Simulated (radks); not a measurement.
Question: Species: In. Configuration: [Kr] 4d10 5s1 5p2 (not the ground configuration). Method: scalar-relativistic Kohn-Sham, r2SCAN, spin-polarised, spherical densities, finite nucleus; open shells are filled with parallel spins first (spin-orbit coupling, left out, can overturn this in heavy ions); meta-GGA in the generalised Kohn-Sham scheme; Fermi nuclear charge, rms radius 4.6156 fm; computed with a radial shooting solver on a logarithmic mesh with Libxc functionals. Some entries of the table are withheld. Estimate them.

| orbital | occ. | eigenvalue (hartree) | <r^2> (bohr^2) | <r> (bohr) |
|---|---|---|---|---|
| 1s up | 1 | -1021.894 | 0.001195 | 0.02972 |
| 1s down | 1 | -1021.892 | 0.001195 | 0.02972 |
| 2s down | 1 | -153.5960 | 0.01946 | 0.1285 |
| 2s up | 1 | -153.5955 | 0.01946 | 0.1285 |
| 2p up | 3 | -137.7563 | 0.01537 | 0.1122 |
| 2p down | 3 | -137.7555 | 0.01537 | 0.1122 |
| 3s up | 1 | -29.40711 | 0.1383 | 0.3478 |
| 3s down | 1 | -29.40533 | 0.1383 | 0.3478 |
| 3p up | 3 | -24.18086 | 0.1395 | 0.3466 |
| 3p down | 3 | -24.17880 | 0.1394 | 0.3466 |
| 3d up | 5 | -16.08410 | 0.1250 | 0.3243 |
| 3d down | 5 | -16.08244 | 0.1250 | 0.3243 |
| 4s up | 1 | -4.56373 | 0.8183 | 0.8503 |
| 4s down | 1 | -4.55966 | 0.8184 | 0.8505 |
| 4p up | 3 | -3.00180 | 0.9764 | 0.9238 |
| 4p down | 3 | -2.99795 | 0.9731 | 0.9228 |
| 4d up | 5 | -0.75460 | 1.697 | 1.187 |
| 4d down | 5 | -0.73968 | 1.611 | 1.162 |
| 5s up | 1 | (1) | 7.640 | 2.586 |
| 5s down | 0 | (2) | 7.537 | 2.558 |
| 5p up | 2 | -0.14601 | 13.18 | 3.373 |

Answer: 
(1) 5s up eigenvalue (hartree): -0.37918
(2) 5s down eigenvalue (hartree): -0.25705
